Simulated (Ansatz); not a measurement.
Br2Hg, charge -1, doublet, at the geometry of the source list (a state made from the parent by changing its charge; the spin is typed, not shown lowest) (core potentials on Hg) (a gas-phase anion, which may not be bound at this level); PBE0/def2-SVP run with Ansatz (an electronic-structure program).

The Ansatz input:
Ansatz 0.2 input:
```yaml
crystal:
  periodic: [false, false, false]
  atoms:
    - {symbol: Hg, position_ang: [-0.00000000, 0.00000000, 0.00000000]}
    - {symbol: Br, position_ang: [-0.22500000, 1.90820000, -1.51100000]}
    - {symbol: Br, position_ang: [0.22500000, -1.90820000, 1.51100000]}
basis:
  gaussian:
    orbitals: def2-SVP
hamiltonian:
  xc: pbe0
total_charge: -1
magnetization: {spin_polarized: true, initial_magnetization: 1}
```

### Question
What does Ansatz print? Leave out banner, timings and long lists.

### Answer

```
Functional definition: PBE0
932 factors; integrals over basis functions are off by at most 2.9e-4 eV
mean field evaluation 1: about -144238.0676 eV, gradient 1.4e1 eV
mean field evaluation 2: about -144237.9457 eV, gradient 1.4e1 eV
mean field evaluation 4: about -144238.7786 eV, gradient 2.8e-1 eV
mean field evaluation 8: about -144238.8484 eV, gradient 4.0e-2 eV
mean field evaluation 16: about -144238.8485 eV, gradient 3.9e-5 eV
mean field -144238.84845855 eV, -5300.6799122486 hartree, gradient 1.2e-5 eV, S^2 0.751816; 0 other end points of the search recorded, 0 dependent functions left out
reference -144238.84848379 eV, -5300.6799131764 hartree; 46, 45 occupied and 50, 51 virtual orbitals, 932 factors
Total energy: -144238.84848379 eV, -5300.6799131764 hartree
```
